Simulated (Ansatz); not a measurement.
`Cl[CH2][ZnH]` and `[AlH2][CH2]Cl` differ in one atom or group.

Ansatz, PBE0-D4/def2-TZVP geometries, multiplicity 1. 

Scalar relativity is left out up to krypton.

```csv
property,`Cl[CH2][ZnH]`
LUMO energy (PBE0/def2-TZVPP) / eV,-0.69
HOMO–LUMO gap (PBE0/def2-TZVPP) / eV,6.58
size of the dipole moment (ωB97M-V/def2-TZVPP) / D,1.95
LUMO energy (PBE/def2-TZVPP) / eV,-1.46
size of the dipole moment (PBE/def2-TZVPP) / D,1.77
HOMO–LUMO gap (PBE/def2-TZVPP) / eV,4.61
```

Question: Give the same properties after the change, and the shifts. (Estimate.)

Answer: Ansatz gave: 
```csv
property,`[AlH2][CH2]Cl`,shift
LUMO energy (PBE0/def2-TZVPP) / eV,-1.65,-0.96
HOMO–LUMO gap (PBE0/def2-TZVPP) / eV,5.90,-0.68
size of the dipole moment (ωB97M-V/def2-TZVPP) / D,1.72,-0.23
LUMO energy (PBE/def2-TZVPP) / eV,-2.42,-0.96
size of the dipole moment (PBE/def2-TZVPP) / D,1.62,-0.15
HOMO–LUMO gap (PBE/def2-TZVPP) / eV,3.82,-0.79
```

With PBE0 the HOMO falls by 0.27 eV and the LUMO falls by 0.96 eV, so the gap narrows by about 0.69 eV. PBE moves the HOMO by -0.17 eV and ωB97M-V by -0.30 eV. Dipoles are sizes alone; their direction can turn.
